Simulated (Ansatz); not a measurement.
A single point on CH5GeIO, SMILES `C[O][GeH2][I]`.

```yaml
crystal:
  periodic: [false, false, false]
  atoms:
    - {symbol: C, position_ang: [0.502085, 1.337374, 0.239210]}
    - {symbol: O, position_ang: [0.755145, -0.043972, 0.372066]}
    - {symbol: Ge, position_ang: [-0.482676, -1.154543, -0.242128]}
    - {symbol: I, position_ang: [0.414640, -3.437523, 0.198301]}
    - {symbol: H, position_ang: [0.394665, 1.639847, -0.810803]}
    - {symbol: H, position_ang: [-0.399079, 1.647857, 0.784215]}
    - {symbol: H, position_ang: [1.355129, 1.872677, 0.661058]}
    - {symbol: H, position_ang: [-1.793663, -0.956281, 0.538038]}
    - {symbol: H, position_ang: [-0.657744, -0.951735, -1.757056]}
basis:
  gaussian: {orbitals: def2-QZVPP}
correlation: {method: mp2}
```

```sh
$ ansatz run in.yaml --threads 4 --pin off --events-out ev --progress --plain
```

Shortened log:

```
Functional definition: HF
2699 factors; integrals over basis functions are off by at most 1.0e-3 eV
mean field evaluation 1: about -67693.8444 eV, gradient 3.6e1 eV
mean field evaluation 2: about -67693.9745 eV, gradient 3.6e1 eV
mean field evaluation 4: about -67696.8667 eV, gradient 3.9e0 eV
mean field evaluation 8: about -67696.9158 eV, gradient 2.8e-1 eV
mean field -67696.91609375 eV, -2487.8157798274 hartree, gradient 7.6e-6 eV, S^2 0.000000; 0 other end points of the search recorded, 0 dependent functions left out
15 core orbitals not correlated: weight in the atoms' cores, before any rotation towards them, 1.000 or more for the frozen orbitals, at most 0.000 for the correlated occupied ones
reference -67696.91609375 eV, -2487.8157798274 hartree; 23, 23 occupied and 397, 397 virtual orbitals, 2699 factors
second order -44.35202441 eV of doubles, -0.00000000 eV of singles
Total energy: -67741.26811816 eV, -2489.4456866617 hartree
```

Hardware: 4 threads of a server CPU on a shared host. Wall time 51 s, peak host memory 2.4 GiB.
